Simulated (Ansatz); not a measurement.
```yaml
crystal:
  periodic: [false, false, false]
  atoms:
    - {symbol: C, position_ang: [-0.862716, -1.017391, 0.743268]}
    - {symbol: C, position_ang: [-0.440391, 0.219590, 0.003963]}
    - {symbol: F, position_ang: [-1.591005, 0.896306, -0.404458]}
    - {symbol: C, position_ang: [0.524756, 0.002120, -1.178787]}
    - {symbol: O, position_ang: [1.701086, 0.743726, -0.867108]}
    - {symbol: Ga, position_ang: [1.031601, 1.428432, 0.683724]}
    - {symbol: H, position_ang: [0.011507, -1.582353, 1.077133]}
    - {symbol: H, position_ang: [-1.456383, -1.665801, 0.088851]}
    - {symbol: H, position_ang: [-1.466761, -0.769161, 1.617491]}
    - {symbol: H, position_ang: [0.059766, 0.367597, -2.101556]}
    - {symbol: H, position_ang: [0.773232, -1.058786, -1.309747]}
    - {symbol: H, position_ang: [1.715307, 2.435733, 1.647227]}
basis:
  gaussian: {orbitals: cc-pVDZ, final_grid: {core_spheres: 1, valence_spheres: 1, degree: 3}}
hamiltonian: {xc: {name: wB97M-V}}
scf: {lower_state_search: full}
output: {forces: true}
```

```sh
$ ansatz run in.yaml --threads 2 --pin off --events-out ev --progress --plain --max-ram 32768MiB --backend cpu
```

It prints (some lines left out):

```
Functional definition: wB97M-V
1229 factors; integrals over basis functions are off by at most 1.1e-3 eV
366 factors; integrals over basis functions are off by at most 3.7e-6 eV
mean field evaluation 1: about -60337.9860 eV, gradient 5.1e1 eV
mean field evaluation 2: about -60302.7012 eV, gradient 1.1e2 eV
mean field evaluation 4: about -60328.9367 eV, gradient 5.8e1 eV
mean field evaluation 8: about -60338.2058 eV, gradient 2.5e0 eV
mean field -60338.30273041 eV, -2217.3917265720 hartree, gradient 2.1e-5 eV, S^2 0.000000; 0 other end points of the search recorded, 0 dependent functions left out
reference -60338.30286598 eV, -2217.3917315542 hartree; 36, 36 occupied and 91, 91 virtual orbitals, 1229 factors
Total energy: -60338.30286598 eV, -2217.3917315542 hartree
Atom 0 at    -0.862716    -1.017391     0.743268 Å, force     4.104132     3.766171    -6.439177 eV/Å
Atom 1 at    -0.440391     0.219590     0.003963 Å, force    10.375208    -2.949152    -2.843132 eV/Å
Atom 2 at    -1.591005     0.896306    -0.404458 Å, force     0.438279    -1.495692    -1.862124 eV/Å
Atom 3 at     0.524756     0.002120    -1.178787 Å, force     0.766976     1.310521     5.375289 eV/Å
Atom 4 at     1.701086     0.743726    -0.867108 Å, force   -16.818065    -1.904226     3.234399 eV/Å
Atom 5 at     1.031601     1.428432     0.683724 Å, force     0.303975    -5.590921    -4.427353 eV/Å
Atom 6 at     0.011507    -1.582353     1.077133 Å, force    -3.764018     0.860993    -0.395281 eV/Å
Atom 7 at    -1.456383    -1.665801     0.088851 Å, force     0.341927     1.862655     3.211546 eV/Å
Atom 8 at    -1.466761    -0.769161     1.617491 Å, force     1.441235     0.116159    -1.347947 eV/Å
Atom 9 at     0.059766     0.367597    -2.101556 Å, force     1.627830     0.834466     4.202444 eV/Å
Atom 10 at     0.773232    -1.058786    -1.309747 Å, force     0.722201     3.291382     1.897056 eV/Å
Atom 11 at     1.715307     2.435733     1.647227 Å, force     0.460319    -0.102357    -0.605719 eV/Å
Dipole moment:    -0.087551    -0.390695    -0.000679 e Å
```

Question: What is wrong with this run?

Answer: The integration grid is far too coarse. The calculation finished and met its thresholds. The result belongs to that input, not to the molecule as meant.
